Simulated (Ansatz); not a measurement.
The same molecule with X = C, Si, Ge. Ansatz, PBE0-D4/def2-TZVP geometries, multiplicity 1.

Scalar relativity is left out up to krypton.

```tsv
X	molecule	mean X–H bond length / Å	mean X–O bond length / Å	LUMO energy (ωB97M-V/def2-TZVPP) / eV	size of the dipole moment (B3LYP/def2-TZVPP) / D	LUMO energy (B3LYP/def2-TZVPP) / eV
C	`BOC`	1.092	1.413	1.48	1.68	-0.61
Ge	`B[O][GeH3]`	1.534	1.798	1.53	1.94	-0.58
```

Give the row for X = Si, `BO[SiH3]`. (Best estimate.)

The calculation gave: 
```
 X    molecule  mean X–H bond length / Å  mean X–O bond length / Å  LUMO energy (ωB97M-V/def2-TZVPP) / eV  size of the dipole moment (B3LYP/def2-TZVPP) / D  LUMO energy (B3LYP/def2-TZVPP) / eV
Si  `BO[SiH3]`                     1.483                     1.658                                   1.22                                              0.99                                -0.91
```

From C to Ge the mean X–H bond length rises at each step, by 0.442 Å in all; the mean X–O bond length rises at each step, by 0.385 Å in all; the LUMO energy (ωB97M-V/def2-TZVPP) isn't monotonic: highest at Ge, lowest at Si; the LUMO energy (B3LYP/def2-TZVPP) isn't monotonic: highest at Ge, lowest at Si. Bonds lengthen as the atom grows down the group. Dipoles are sizes alone, and their direction can turn along the series.

B3LYP here is the variant with VWN-RPA as its local correlation; programs differ in this.
